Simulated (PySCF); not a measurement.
Compound: C₅H₈FOP.
Numbering: `[CH3:1][O:2][C:3]1=[C:4]([F:5])[CH2:6][PH:7][CH2:8]1`

Definitions: NICS(0) = −σiso at the ring centroid; NICS(1) = −σiso and NICS(1)zz = −σzz at ±1 Å along the ring normal z. Level: GIAO PBE0/pcSseg-1 (PySCF, non-relativistic, gas phase) on the GFN2-xTB geometry, one conformer.

Ring bond lengths (Å), with Mayer bond orders in brackets: C3–C4 1.332 (1.71), C4–C6 1.496 (1.04), C6–P7 1.865 (0.97), P7–C8 1.867 (0.98), C8–C3 1.506 (1.02).

Q: Give the NICS values of each ring in ppm.

A: 
```json
{"ring": "C3–C4–C6–P7–C8", "type": "5-membered ring with P; formal bonds 1 double, 4 single", "NICS(0)": "-7.1", "NICS(1), two faces": "-3.4 / -3.1", "NICS(1)zz, two faces": "0.8 / 0.0", "rms pucker (Å)": "0.13", "centre to ring atoms, mean (Å)": "1.36"}
```

Q: What can be read from them?

A: 
- C3–C4–C6–P7–C8: mean NICS(1)zz 0.4 ppm, near zero. C6, C8 have four or more neighbours, so the value isn't read as a sign of a π ring current.

Q: At the first NICS(1) probe listed for ring C3–C4–C6–P7–C8, 1 Å off the ring, what do the in-plane components average?

A: The isotropic value is a third of the trace: (3 × -3.4 − (0.8))/2 = -5.5 ppm.

Q: How shielded are the nuclei of the rings and their hydrogens (means over atoms taken as equivalent)?

A: 
| atoms | environment | σ isotropic (ppm) |
| --- | --- | --- |
| C3 | vinylic carbon bearing oxygen | 43.0 |
| C4 | vinylic C–F carbon | 40.5 |
| C6 | sp3 carbon bound to phosphorus | 159.7 |
| P7 | phosphine phosphorus | 420.8 |
| C8 | sp3 carbon bound to phosphorus | 158.9 |
| H on C6 (×2) | methylene hydrogen | 28.97 |
| H on P7 | P–H hydrogen | 28.19 |
| H on C8 (×2) | methylene hydrogen | 29.27 |
